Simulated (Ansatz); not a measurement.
`[O]=[Mo]([OH])([F])([Cl])[Cl]`. Total charge 0; spin multiplicity 1. Mo: def2 effective core potential.

```xyz
7

O     1.409   -1.147   -0.602
Mo    0.353   -0.067    0.041
O    -1.291   -0.799   -0.395
F     0.004   -0.555    1.795
Cl    1.726    1.486    0.996
Cl   -0.035    1.505   -1.583
H    -2.166   -0.423   -0.252
```

**Question.** List the harmonic frequencies (cm⁻¹, unscaled) at PBE0-D4/def2-TZVP in Ansatz. (Best estimate.)

**Answer.** Ansatz gave: 52, 66, 193, 219, 265, 278, 296, 360, 418, 426, 601, 663, 746, 1115, 3861.

**Question.** Is this a minimum?

**Answer.** Yes, all 15 modes are real.

**Question.** Give the ideal-gas thermochemistry at 298.15 K and 1 bar (rigid rotor, harmonic oscillator; point group C1, symmetry number 1).

**Answer.** Zero-point energy 57.2 kJ/mol; H(298) − E = 81.3 kJ/mol; entropy 388.3 J/(mol·K), of which translation 176.1, rotation 121.1, vibration 91.2; G(298) − E = -34.5 kJ/mol. Modes under 100 cm⁻¹ are hindered rotations or soft bends, so the harmonic entropy is rough.

**Question.** And at 400, 500, 600, 800 and 1000 K?

**Answer.** 
```tsv
T (K)	H − E (kJ/mol)	S (J/mol/K)	G − E (kJ/mol)
400	93.8	424.4	-75.9
500	107.0	453.7	-119.9
600	120.6	478.5	-166.5
800	148.8	519.0	-266.4
1000	177.7	551.3	-373.6
```
